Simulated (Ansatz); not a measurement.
# Ligand exchange: NaNH2 + C3H9BS → NaSH + C3H10BN

Species: NaNH2 `[NH2][Na]`, singlet; C3H9BS `CC(C)BS`, singlet; NaSH `[Na][SH]`, singlet; C3H10BN `CC(C)BN`, singlet. The partners trade NH2 for SH: Na–NH2 and B–SH bonds give way to Na–SH and B–NH2.

Shapes, held fixed at every level: PBE0-D4/def2-TZVP. Flexible molecules stand in one conformer, not always the lowest. Programs: Ansatz 0.2.0. The zero-point and thermal change to 298 K, harmonic and unscaled (PBE0-D4/def2-TZVP), is +7.2 kJ/mol.

```tsv
level	kind	ΔH(298 K) (kJ/mol)	less CCSD(T)/def2-TZVPP	CPU time (sum over the molecules)
SPW92/def2-TZVPP	LDA	-180.2	-1.3	15 s
PBE-D4/def2-TZVPP	GGA	-172.4	+6.5	29 s
BHLYP-D4/def2-TZVPP	global hybrid	-192.9	-14.0	31 s
r2SCAN0-D4/def2-TZVPP	global hybrid	-187.3	-8.4	46 s
wB97M-V/def2-TZVPP	range-separated hybrid	-184.0	-5.1	2.2 min
B2PLYP/def2-TZVPP	double hybrid	-181.1	-2.2	67 s
CCSD/def2-TZVPP	coupled cluster or CI	-183.5	-4.6	–
CCSD(T)/def2-TZVPP	coupled cluster or CI	-178.9	0.0	47 min
```

The highest level, CCSD(T)/def2-TZVPP, gives ΔH(298 K) = -178.9 kJ/mol; the levels span -192.9 to -172.4. The column of differences is taken from that level and isn't an error. No measured value is set beside it here. Correlated rows may include outer-core shells of Na, which these sets cover unevenly. Times are processor times on shared x86 and Arm servers, and rough.
